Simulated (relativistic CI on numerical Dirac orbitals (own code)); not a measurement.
Calculated levels, Ar VIII

Computed by Dirac-Coulomb-Breit CI, separate exchange-only KLI orbitals for each configuration, model QED, unscaled Slater integrals (own radial code, finite nucleus).

Configurations in the expansion (outside the closed core [Ne]): 3s, 3p, 3d, 4s, 4p, 4d, 4f, 5s, 5p, 5d, 5f, 5g, 6s, 6p, 6d, 7s, 7p. Levels of other configurations are missing.

The lowest level is 3s ²S1/2, with 100 % of that term; Hund's rules for 3s give ²S with J = 1/2, in agreement.

```tsv
No.	Configuration	Term	J	E (cm⁻¹)	%	Next component (%)	Landé g
1	3s	²S	1/2	0	100		2.002
2	3p	²P°	1/2	140088	100		0.665
3	3p	²P°	3/2	142764	100		1.334
4	3d	²D	3/2	332625	100		0.799
5	3d	²D	5/2	332739	100		1.200
6	4s	²S	1/2	573191	100		2.002
7	4p	²P°	1/2	625556	100		0.666
8	4p	²P°	3/2	626543	100		1.334
9	4d	²D	3/2	694776	100		0.799
10	4d	²D	5/2	694831	100		1.200
11	4f	²F°	5/2	712880	100		0.857
12	4f	²F°	7/2	712909	100		1.143
13	5s	²S	1/2	803564	100		2.002
14	5p	²P°	1/2	828608	100		0.666
15	5p	²P°	3/2	829082	100		1.334
16	5d	²D	3/2	861583	100		0.799
17	5d	²D	5/2	861615	100		1.200
18	5f	²F°	5/2	871061	100		0.857
19	5f	²F°	7/2	871075	100		1.143
20	5g	²G	7/2	871493	100		0.889
21	5g	²G	9/2	871502	100		1.111
22	6s	²S	1/2	919339	100		2.002
23	6p	²P°	1/2	933204	100		0.666
24	6p	²P°	3/2	933469	100		1.334
25	6d	²D	3/2	951520	100		0.799
26	6d	²D	5/2	951540	100		1.200
27	7s	²S	1/2	985713	100		2.002
28	7p	²P°	1/2	994177	100		0.666
29	7p	²P°	3/2	994341	100		1.334
```

Energies count from the lowest computed level; ° marks odd parity.

The mean weight of the leading LS term, summed over parents, in these 29 levels is 100 %, and that of the leading jj configuration (from the same eigenvectors) 100 %.

At this charge configurations can still be misplaced by up to about 7 % of their energy. 27 of the 30 excited levels that our extract of the measured tables holds in this range could be paired (the sources list more); they are missed by 3223 cm⁻¹ on average and 4517 at most, and levels without a partner can miss by more.
